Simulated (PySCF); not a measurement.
H4GeSi, SMILES [SiH3][GeH] (PBE0/def2-SVP optimised geometry):

```
6

Ge    -1.161     1.566     0.000
H     -0.363     1.775     1.369
Si    -0.341    -0.753     0.000
H     -0.799    -1.448     1.250
H      1.161    -0.753     0.000
H     -0.799    -1.566    -1.171
```

Level of theory: PBE0/def2-TZVP (PySCF).

Q: What are the frontier orbital energies and the dipole moment?

A: HOMO-2 -9.73 eV, HOMO-1 -8.17 eV, HOMO -6.64 eV, LUMO -3.30 eV, LUMO+1 0.46 eV; dipole moment 0.46 D.

On the same geometry PBE/def2-TZVP run with PySCF 2.14.0 gives HOMO-2 -8.39 eV, HOMO-1 -7.01 eV, HOMO -5.69 eV, LUMO -4.15 eV, LUMO+1 -0.30 eV; dipole moment 0.50 D.

Meta-Löwdin charges at PBE0/def2-TZVP: Ge1 0.11, H2 -0.07, Si3 0.17, H4 -0.07, H5 -0.07, H6 -0.08.
